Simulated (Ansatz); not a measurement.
Geometry optimisation, Ansatz 0.2.0, RKS PBE-D4/def2-SVP.

Input file:

```yaml
crystal:
  periodic: [false, false, false]
  atoms:
    - { symbol: O, position_ang: [-0.80352, -0.15482, -1.74848] }
    - { symbol: Se, position_ang: [0.17036, -1.03916, -0.06758] }
    - { symbol: Al, position_ang: [0.72516, 0.45942, 1.71278] }
    - { symbol: H, position_ang: [-1.65056, 0.24971, -1.48397] }
    - { symbol: H, position_ang: [-0.24192, 0.53273, -2.15247] }
    - { symbol: H, position_ang: [-0.28291, 0.53338, 2.86085] }
    - { symbol: H, position_ang: [2.14448, 1.02905, 1.69068] }
total_charge: 1
basis:
  gaussian: { orbitals: def2-SVP }
hamiltonian:
  xc: pbe
  dispersion: d4
relax:
  f_tol: 0.015
  max_steps: 40
output:
  orbitals: {}
```

Run as:

```bash
$ ansatz run input.yaml --threads 1 --pin off --max-ram 2048MiB --backend cpu --events-out ev --progress --plain --runs-dir out
```

Problem. Where does it end, and by what steps?

Solution. The run converged. The force dipped under the threshold on the way, but the program's further checks kept it going. Limits of this set-up: the dipole of an ion depends on the origin. After 21 steps the energy has fallen by 0.917 eV; H7 moved furthest, 1.60 Å.

| step | energy less start (eV) | largest force component (eV/Å) | accepted |
| --- | --- | --- | --- |
| 0 | 0.0000 | 1.774 | yes |
| 1 | -0.2945 | 0.634 | yes |
| 2 | -0.3403 | 0.348 | yes |
| 3 | -0.3702 | 0.144 | yes |
| 4 | -0.3778 | 0.182 | yes |
| 5 | -0.3962 | 0.523 | yes |
| 6 | -0.4357 | 0.720 | yes |
| 7 | -0.5203 | 0.693 | yes |
| 8 | -0.6413 | 0.481 | yes |
| 9 | -0.7710 | 0.488 | yes |
| 10 | -0.8556 | 0.386 | yes |
| 11 | -0.9069 | 0.112 | yes |
| 12 | -0.9126 | 0.127 | yes |
| 13 | -0.9150 | 0.052 | yes |
| 14 | -0.9155 | 0.041 | yes |
| 15 | -0.9159 | 0.220 | yes |
| 16 | -0.9168 | 0.034 | yes |
| 17 | -0.9172 | 0.005 | yes |
| 18 | -0.9165 | 0.197 | no |
| 19 | -0.9173 | 0.019 | yes |
| 20 | -0.9172 | 0.084 | no |
| 21 | -0.9174 | 0.014 | yes |

```xyz
7
Properties=species:S:1:pos:R:3
O -0.524 -0.118 -1.553
Se -0.671 -1.089 0.212
Al 0.458 0.464 1.644
H -1.015 0.737 -1.590
H 0.400 0.025 -1.868
H 0.432 -0.152 3.104
H 0.981 1.743 0.863
```

The run took 57 s on 1 CPU thread of a shared host.
